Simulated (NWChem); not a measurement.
System: CH₃FTe; SMILES C[Te]F

NWChem input:

```
start job
memory heap 200 mb stack 900 mb global 1100 mb
geometry units angstroms noautoz
  Te     0.346838     0.029114    -0.000433
  F     -0.934619     1.496916    -0.000942
  C     -1.169913    -1.473129    -0.002334
  H     -0.657079    -2.446857    -0.009831
  H     -1.786589    -1.373800    -0.904113
  H     -1.780719    -1.384301     0.904491
end
basis spherical
  * library def2-svpd
end
ecp
  Te library def2-ecp
end
dft
  xc pbe0
  iterations 150
end
tddft
  cis
  nroots 6
  notriplet
end
task tddft energy
```

NWChem printed, in part:

```
             Northwest Computational Chemistry Package (NWChem) 7.3.0
             --------------------------------------------------------

 C1  symmetry detected

                             Geometry "geometry" -> ""
                             -------------------------

 Output coordinates in angstroms (scale by  1.889725989 to convert to a.u.)

  No.       Tag          Charge          X              Y              Z
 ---- ---------------- ---------- -------------- -------------- --------------
    1 Te                  52.0000     0.36822578     0.03923254     0.00001462
    2 F                    9.0000    -1.00430075     1.42225313     0.00001174
    3 C                    6.0000    -1.04955331    -1.55675421     0.00007010
    4 H                    1.0000    -0.47562336    -2.49576898    -0.00746758
    5 H                    1.0000    -1.67207467    -1.49741422    -0.90121056
    6 H                    1.0000    -1.66401564    -1.50666188     0.90739185

 Effective nuclear repulsion energy (a.u.)     258.4472094241

                                 NWChem DFT Module
                                 -----------------

 Summary of "ao basis" -> "ao basis" (spherical)
 ------------------------------------------------------------------------------
       Tag                 Description            Shells   Functions and Types
 ---------------- ------------------------------  ------  ---------------------
 Te                        def2-svpd                13       35   5s5p3d
 F                         def2-svpd                 9       23   4s3p2d
 C                         def2-svpd                 8       20   4s2p2d
 H                         def2-svpd                 4        8   2s2p

            General Information
            -------------------
          SCF calculation type: DFT
          Wavefunction type:  closed shell.
          No. of atoms     :     6
          No. of electrons :    42
           Alpha electrons :    21
            Beta electrons :    21
          Charge           :     0
          Spin multiplicity:     1
          Use of symmetry is: off; symmetry adaption is: off
          Maximum number of iterations: 150
          AO basis - number of functions:   102
                     number of shells:    42
          Convergence on energy requested:  1.00D-06
          Convergence on density requested:  1.00D-05
          Convergence on gradient requested:  5.00D-04

[...]

                                NWChem TDDFT Module
                                -------------------

            General Information
            -------------------
           No. of orbitals :     204
            Alpha orbitals :     102
             Beta orbitals :     102
        Alpha frozen cores :       0
         Beta frozen cores :       0
     Alpha frozen virtuals :       0
      Beta frozen virtuals :       0
         Spin multiplicity :       1
    Number of AO functions :     102
        Use of symmetry is : off
      Symmetry adaption is : off
         Schwarz screening :  0.10D-07

              XC Information
              --------------
                  PBE0 Method XC Functional
              Hartree-Fock (Exact) Exchange   0.25
   PerdewBurkeErnzerhof Exchange Functional   0.75
     Perdew 1991 LDA Correlation Functional   1.00 local
    PerdewBurkeErnz. Correlation Functional   1.00 non-local

             TDDFT Information
             -----------------
          Calculation type : Tamm-Dancoff TDDFT
         Wavefunction type : Restricted singlets
          No. of electrons :      42
           Alpha electrons :      21
            Beta electrons :      21
              No. of roots :       6
          Max subspacesize :    5200
            Max iterations :     100
               Target root :       1
           Target symmetry : none
      Symmetry restriction : off
                 Algorithm : Optimal
        Davidson threshold :  0.10D-03

    6 smallest eigenvalue differences (eV)
--------------------------------------------------------
  No. Spin  Occ  Vir  Irrep   E(Occ)    E(Vir)   E(Diff)
--------------------------------------------------------
    1    1   21   22 a        -0.230    -0.084     3.952
    2    1   21   23 a        -0.230    -0.015     5.828
    3    1   21   24 a        -0.230     0.016     6.687
    4    1   20   22 a        -0.337    -0.084     6.869
    5    1   21   25 a        -0.230     0.039     7.314
    6    1   21   26 a        -0.230     0.048     7.556
--------------------------------------------------------

  Entering Davidson iterations
  Restricted singlet excited states

  Iter   NTrls   NConv    DeltaV     DeltaE      Time
  ----  ------  ------  ---------  ---------  ---------
    1      6       0     0.95E-01   0.10+100       13.4
    2     12       0     0.34E-01   0.11E-01       12.4
    3     18       0     0.91E-02   0.13E-02       12.2
    4     24       1     0.30E-02   0.18E-03       11.6
    5     29       3     0.93E-03   0.17E-04       10.9
    6     32       4     0.15E-03   0.12E-05        9.5
    7     34       6     0.73E-04   0.29E-07        9.1
  ----  ------  ------  ---------  ---------  ---------
  Convergence criterion met

  Ground state a        -407.524302795646 a.u.

  ----------------------------------------------------------------------------
  Root   1 singlet a              0.090816056 a.u.                2.4712 eV
  ----------------------------------------------------------------------------
     Transition Moments    X -0.00007   Y -0.00020   Z -0.07362
     Dipole Oscillator Strength                    0.0003281743
     Electric Quadrupole                           0.0000000115
     Magnetic Dipole                               0.0000010897
     Total Oscillator Strength                     0.0003292756

[...]
```

Level: PBE0/def2-SVPD with def2 effective core potentials on Te, TDA. Coordinates come from a PBE0/def2-SVP optimisation. Not confirmed as a minimum by frequencies. def2 effective core potentials on Te; no spin-orbit coupling.
